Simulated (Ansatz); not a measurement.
`C[Si](N)(O)Br` + `[F][Sn]([F])([F])[Br]` → `C[Si](N)(O)F` + `[F][Sn]([F])([Br])[Br]`  (redistribution)

Computed with Ansatz on PBE0-D4/def2-TZVP structures; ΔE is electronic, products minus reactants. CCSD(T)/CBS is the MP2 limit (def2-TZVPP, def2-QZVPP) plus CCSD(T) − MP2 in def2-TZVPP, frozen cores. Functionals use def2-TZVPP. def2 core potentials past Kr. For Br, Sn outer-core shells are correlated without core-valence functions, which leaves a few kJ/mol of doubt a bond. Scalar relativity is left out up to krypton. Each species was taken in one conformer, which may not be the lowest.

| level | ΔE (kJ/mol) |
| --- | --- |
| PBE-D4 | -96.4 |
| HF/def2-TZVPP | -121.7 |
| SCS-MP2/def2-TZVPP | -107.0 |
| SCS-MP2/def2-QZVPP | -106.4 |

What does CCSD(T)/CBS give? (An estimate is asked.)

The calculation gave: -107.5 kJ/mol. The listed levels differ from it by 11.1, -14.2, 0.5, 1.1 kJ/mol.

Largest T1 diagnostic among the species: 0.013.

From PBE to PBE0 (25 % exact exchange), in def2-TZVPP and without D4, ΔE moves by −7.4 kJ/mol. In def2-TZVPP, CCSD(T) changes the Hartree–Fock value by +14.1 kJ/mol (the triples alone add +3.4 kJ/mol) and MP2 by +15.2 kJ/mol.
